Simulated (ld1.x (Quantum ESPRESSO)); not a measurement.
**niobium (Nb) PAW: all-electron and pseudo phase curves**

```
Element                 : niobium (Nb)
Generator               : ld1.x (Quantum ESPRESSO) 7.5
Type                    : PAW
Functional              : revPBE
Relativity              : fully relativistic
Frozen core             : [Kr]
Valence charge          : 5
Reference configuration : 4d3 5s0 5p0 (charge +2)
Partial waves           : 5s (bound, empty): rcut 1.65, rcutus 2.30 bohr; 5s channel at -0.35 Ry: rcut 1.65, rcutus 2.30 bohr; 5p (bound, empty): rcut 3.35, rcutus 3.85 bohr; 5p channel at 0.75 Ry: rcut 3.35, rcutus 3.85 bohr; 4d (bound): rcut 1.30, rcutus 1.45 bohr; 4d channel at -0.9 Ry: rcut 1.30, rcutus 1.45 bohr
Local potential         : all-electron potential smoothed inside 3.40 bohr (lloc = -1)
Core correction         : Bessel-smoothed model core inside 0.95 bohr
Augmentation charge     : PSQ, inside the norm-conserving radii
```

Open shells are filled in proportion to 2j + 1 (rel_dist='average').

The phase is arctan(r·u′/u) with u = r·R(r), unwrapped; energies in Ry, scanned from -3 to 5 Ry. A pole is an energy at which the radial function vanishes at the test radius. The pseudo phase is shifted by a multiple of π to meet the all-electron one at the reference energy, and phase errors are pseudo minus all-electron; the curves can meet again beyond the range given. Levels narrower than the energy grid can be missing from the lists of poles.

Task: For each channel, where are the poles, and over which energies does the pseudopotential scatter like the atom?

Result:

| channel | radius (bohr) | reference energy (Ry) | poles, all-electron | poles, pseudo | unbroken range about the reference energy with phases within 0.05 rad | phase error 1 Ry above the reference energy (rad) |
| --- | --- | --- | --- | --- | --- | --- |
| s | 4.18 | -1.23 | -0.91, 2.19 | -0.91, 2.28 | below 3.6 | +0.000 |
| p1/2 | 4.18 | -0.91 | -0.35, 2.86 | -0.36, 2.42, 4.25 | below 2.4 | -0.001 |
| p3/2 | 4.18 | -0.89 | -0.30, 2.94 | -0.31, 2.45, 4.25 | below 2.4 | -0.001 |
| d3/2 | 4.18 | -1.41 | -1.37, 0.83, 4.27 | -1.37, 0.83, 4.43 | below 2.1 | +0.000 |
| d5/2 | 4.18 | -1.39 | -1.35, 0.84, 4.29 | -1.35, 0.85, 4.46 | below 2.1 | +0.000 |

The ghost test of this file was not conclusive.

Phases in the d3/2 channel:

| E (Ry) | all-electron | pseudo |
| --- | --- | --- |
| -3.00 | 1.408 | 1.408 |
| -2.52 | 1.385 | 1.385 |
| -2.04 | 1.345 | 1.345 |
| -1.56 | 1.184 | 1.184 |
| -1.08 | -1.839 | -1.839 |
| -0.60 | -2.141 | -2.141 |
| -0.12 | -3.911 | -3.910 |
| 0.36 | -4.567 | -4.566 |
| 0.84 | -4.714 | -4.713 |
| 1.32 | -4.810 | -4.808 |
| 1.80 | -4.952 | -4.942 |
| 2.28 | -5.714 | -5.562 |
| 2.76 | -7.516 | -7.463 |
| 3.24 | -7.728 | -7.711 |
| 3.72 | -7.803 | -7.791 |
| 4.20 | -7.848 | -7.837 |
| 4.68 | -7.886 | -7.872 |
